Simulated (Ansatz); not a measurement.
`C[SiH](S)CF` + SiH₄ → `FC[SiH]([SiH3])S` + CH₄  (formal exchange of groups at the Si–C bond)

Calculated with Ansatz (gas phase, PBE0-D4/def2-TZVP geometries, no zero-point term in ΔE). CCSD(T)/CBS adds triple-zeta CCSD(T) − MP2 to the extrapolated MP2 energy (def2 sets, frozen cores). This one scheme is used for every species. Functionals use def2-TZVPP. Each species was taken in one conformer, which may not be the lowest.

(1) Is it downhill or uphill in electronic energy at CCSD(T)/CBS, and by how much? (Best estimate.)

(2) What do these levels give: PBE0-D4, r2SCANh, LC-ωPBE, MP2/def2-SVP, CCSD(T)/def2-SVP, MP2/def2-QZVPP? (Estimate.)

Largest T1 diagnostic among the species: 0.012.

## Answers

(1) The calculation gave: Uphill: ΔE = +0.03 eV.

(2) Computed: PBE0-D4 -0.06, r2SCANh 0.00, LC-ωPBE 0.02, MP2/def2-SVP 0.06, CCSD(T)/def2-SVP 0.02, MP2/def2-QZVPP 0.09 eV.

From PBE to PBE0 (25 % exact exchange), in def2-TZVPP and without D4, ΔE moves by +0.04 eV. In def2-TZVPP, CCSD(T) changes the Hartree–Fock value by −0.08 eV (the triples alone add −0.02 eV) and MP2 by −0.04 eV. Leaving LDA and LC-ωPBE aside and taking each functional with its dispersion term where it has one, the values, not all of them listed here, spread over 0.19 eV, from PBE-D4 to ωB97M-V. LDA lies +0.05 eV from PBE without D4.
